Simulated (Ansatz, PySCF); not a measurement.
This PySCF input computes a PBE0/def2-TZVPD energy:

```python
from pyscf import gto, scf, dft

mol = gto.M(
    atom='''
    B     0.18308052    0.70831474    0.31550774
    O     0.79037142   -0.42268342   -0.10073560
    C     2.20106780   -0.61933880   -0.04611196
    O    -1.14121390    0.90585621    0.26966425
    C    -2.03330011   -0.10109993   -0.24035034
    H     2.70447494    0.25425610    0.37003101
    H     2.56698800   -0.80512405   -1.05610584
    H     2.40823497   -1.49078137    0.57531462
    H    -1.79715622   -0.32811627   -1.28053488
    H    -1.95594756   -1.01393904    0.35127923
    H    -3.04186307    0.29938109   -0.17017817
    ''',
    basis='def2-tzvpd',
    charge=0,
    spin=1,
    verbose=4,
)

mf = dft.UKS(mol, xc='pbe0').density_fit(auxbasis='def2-universal-jkfit')
mf.grids.level = 3
mf.conv_tol = 1e-9
mf.max_cycle = 100
mf.max_memory = 1500
mf.kernel()
if not mf.converged:
    mf = mf.newton()
    mf.kernel(mf.make_rdm1())
for _ in range(2):
    mo, _, stable, _ = mf.stability(return_status=True)
    if stable:
        break
    mf.kernel(mf.make_rdm1(mo, mf.mo_occ))
mf.analyze()
```

Problem. Write an input for the same energy in Ansatz (an electronic-structure program) and say what it gives.

Solution. 
Ansatz 0.2 input:
```yaml
crystal:
  periodic: [false, false, false]
  atoms:
    - {symbol: B, position_ang: [0.18308052, 0.70831474, 0.31550774]}
    - {symbol: O, position_ang: [0.79037142, -0.42268342, -0.10073560]}
    - {symbol: C, position_ang: [2.20106780, -0.61933880, -0.04611196]}
    - {symbol: O, position_ang: [-1.14121390, 0.90585621, 0.26966425]}
    - {symbol: C, position_ang: [-2.03330011, -0.10109993, -0.24035034]}
    - {symbol: H, position_ang: [2.70447494, 0.25425610, 0.37003101]}
    - {symbol: H, position_ang: [2.56698800, -0.80512405, -1.05610584]}
    - {symbol: H, position_ang: [2.40823497, -1.49078137, 0.57531462]}
    - {symbol: H, position_ang: [-1.79715622, -0.32811627, -1.28053488]}
    - {symbol: H, position_ang: [-1.95594756, -1.01393904, 0.35127923]}
    - {symbol: H, position_ang: [-3.04186307, 0.29938109, -0.17017817]}
basis:
  gaussian:
    orbitals: def2-TZVPD
hamiltonian:
  xc: {name: PBE0}
magnetization: {spin_polarized: true, initial_magnetization: 1}
output: {forces: true}
```
It gives -254.92982 Eh, and PySCF -254.92991 Eh, a difference of 0.09 mEh, from the treatment of integrals and grids.

It need not be the lowest isomer of its formula.
